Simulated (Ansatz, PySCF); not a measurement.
Process, species as SMILES: COC(F)(F)C(F)(F)C(F)(F)F [1,1,1,2,2,3,3-heptafluoro-3-methoxypropane] + 9 C (CH4) + O (H2O) → 2 CC (C2H6) + 7 CF (CH3F) [fluoromethane] + 2 CO (CH4O)
Structures are relaxed separately at B3LYP-D3(BJ)/def2-TZVP in Ansatz (a program for electronic structure), one conformer each, not searched for the lowest. Frequencies are from Ansatz or PySCF.

Quantity: bond separation energy (0 K, with B3LYP-D3(BJ) harmonic zero-point energies), in kcal/mol. Correlated levels leave the core frozen unless marked. No spin-orbit coupling. No relativistic terms. Basis-set limits of correlation are two-point, X^-3; Hartree-Fock from the larger set. [CCSD(T)-MP2]/basis is that difference in the basis named.

```csv
level,program,bond separation energy (kcal/mol)
HF/cc-pVTZ,Ansatz,92.9
```

### Question
Predict the RI-MP2/CBS(cc-pVTZ,cc-pVQZ)+[CCSD(T)-MP2]/cc-pVTZ result (Ansatz).

### Answer
100.0 kcal/mol
